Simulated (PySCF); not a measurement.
Isomers of C6H8N2: computed energies against enthalpies of formation

**Experimental background.**

From CRC Handbook of Chemistry and Physics, for the gas at 298.15 K: enthalpy of formation of `N#CCCCCC#N` (adiponitrile) 149.5 kJ/mol; enthalpy of formation of `NNc1ccccc1` (phenylhydrazine) 202.9 kJ/mol.

How close the calculation comes is told at the end.

Differences of these values give the isomerisation enthalpies. Geometries: PBE0-D3(BJ)/def2-SVP; runs in PySCF, gas phase, with a dispersion term only where the level names one. Total electronic energies (Eh):

```
    SMILES  PBE0-D3(BJ)/def2-SVP
N#CCCCCC#N            -342.28079
NNc1ccccc1            -342.29198
```

Geometry of `N#CCCCCC#N` (Å):
```
atom  x, y, z in Å
N1    -3.2686    1.4124    0.3004
C2    -2.6214    0.4695    0.1233
C3    -1.7623   -0.6916   -0.0827
C4    -0.3489   -0.4850    0.4663
C5     0.3871    0.6707   -0.1951
C6     1.8005    0.8771    0.3540
C7     2.6598   -0.2837    0.1468
N8     3.3074   -1.2261   -0.0314
H9    -1.7300   -0.9060   -1.1639
H10   -2.2382   -1.5621    0.3955
H11    0.2134   -1.4213    0.3207
H12   -0.4042   -0.3182    1.5549
H13   -0.1752    1.6071   -0.0495
H14    0.4423    0.5038   -1.2837
H15    2.2762    1.7482   -0.1234
H16    1.7682    1.0904    1.4354
```

Geometry of `NNc1ccccc1` (Å):
```
atom  x, y, z in Å
N1    -2.7578   -0.6702   -0.2295
N2    -1.8983    0.3910   -0.0674
C3    -0.5286    0.2625    0.0003
C4     0.0886   -0.9904    0.1561
C5     1.4759   -1.0846    0.2444
C6     2.2788    0.0512    0.1795
C7     1.6679    1.2980    0.0236
C8     0.2873    1.4085   -0.0660
H9    -2.8162   -1.2203    0.6264
H10   -2.4525   -1.2898   -0.9830
H11   -2.2688    1.2831   -0.3661
H12   -0.5235   -1.8918    0.2128
H13    1.9332   -2.0700    0.3668
H14    3.3652   -0.0305    0.2485
H15    2.2790    2.2027   -0.0312
H16   -0.1790    2.3904   -0.1876
```

Zero-point and thermal terms are left out, so the computed numbers are electronic energies.

## Comparison

Relative to `N#CCCCCC#N`, the lowest by measurement, in kJ/mol (measured: enthalpies at 298.15 K; computed: electronic energies):

```json
{"SMILES": "N#CCCCCC#N", "measured": "0.0", "PBE0-D3(BJ)/def2-SVP": "0.0"}
{"SMILES": "NNc1ccccc1", "measured": "53.4", "PBE0-D3(BJ)/def2-SVP": "-29.4"}
```

Measured values: 149.5 kJ/mol (298.15 K; CRC Handbook of Chemistry and Physics) for the first row; the others come from the same table. Unsigned miss: PBE0-D3(BJ)/def2-SVP 82.8 kJ/mol. PBE0-D3(BJ)/def2-SVP puts another isomer lowest. One conformer stands for `N#CCCCCC#N` and `NNc1ccccc1`, not necessarily the lowest, while the measurement averages over conformers. Where a level misses, the cause wasn't examined.
